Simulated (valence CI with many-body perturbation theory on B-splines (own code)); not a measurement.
## Questions on Zr XXVII

Method: relativistic CI+MBPT: four valence electrons over a frozen Dirac-Fock core [Ne], radial functions for each j: 11 s, 11 p, 9 d, 7 f, 5 g, 2 h, 1 i, with the one-electron correlation potential Σ1 (screened to all orders), the two-electron term Σ2, the three-electron term Σ3, Breit, model QED; selected single and double excitations, second order for the rest (own B-spline code, finite nucleus).

The last digits are not significant, and no measured levels were compared; by estimate large intervals hold to a few tenths of a per cent, small ones and those within an open d or f shell to about a per cent.

Levels are named by their leading jj configuration (3d3/2^4 stands for four electrons in 3d with j = 3/2), which in mixed levels can hold well under half, so a name can repeat and another be missing.

Rates and lifetimes use the calculated energies. Strong lines usually hold to 10 to 20 %, long lifetimes can be off by a factor of two.

Task: What is the ground level?

Result: (3s^2 3p1/2^2) J=0, composition 80 % 3s²3p² ³P + 18 % 3s²3p² ¹S.

Task: What is the ionisation energy?

Result: 1343.2 eV; NIST lists 1344 ± 3 eV (semi-empirical).

Task: Where does the other parity begin?

Result: At (3s 3p1/2^2 3p3/2) J=2, 614170 cm⁻¹.

Task: What are the static dipole polarisabilities of the lowest levels?

Result: (3s^2 3p1/2^2) J=0 0.0471; (3s^2 3p1/2 3p3/2) J=1 0.0495 (tensor 0.0022); (3s^2 3p1/2 3p3/2) J=2 0.0493 (tensor 0.0021); (3s^2 3p3/2^2) J=2 0.0511 (tensor 0.0026) bohr³, of which the core gives 0.000740.

Task: Name the longest-lived excited levels whose lifetime is computed, and their main decay.

Result: (3s^2 3p1/2 3p3/2) J=2 at 156210 cm⁻¹ lives 3.68 ms, mostly by M1 to (3s^2 3p1/2 3p3/2) J=1; (3s^2 3p3/2 3d5/2) J=4 at 1118200 cm⁻¹ lives 36.9 μs, mostly by M1 to (3s^2 3p1/2 3d5/2) J=3; (3s^2 3p1/2 3p3/2) J=1 at 123870 cm⁻¹ lives 35.9 μs, mostly by M1 to (3s^2 3p1/2^2) J=0.

Task: How well does LS coupling describe the low levels?

Result: Among the lowest 20 levels the leading LS term, summed over configurations, holds 70 % on average. For single configurations the figures are 64 % in LS and 74 % in jj coupling. Terms mix most in the J = 2 level at 1003600 cm⁻¹, where the leading one holds 39 %.

Task: Among levels below 1870000 cm⁻¹, which E1 lines absorb most strongly from the ground level?

Result: to (3s^2 3p1/2 3d3/2) J=1 at 9.335 nm, f = 0.556; to (3s 3p1/2 3p3/2^2) J=1 at 10.06 nm, f = 0.154; to (3s 3p1/2^2 3p3/2) J=1 at 13.69 nm, f = 0.114.
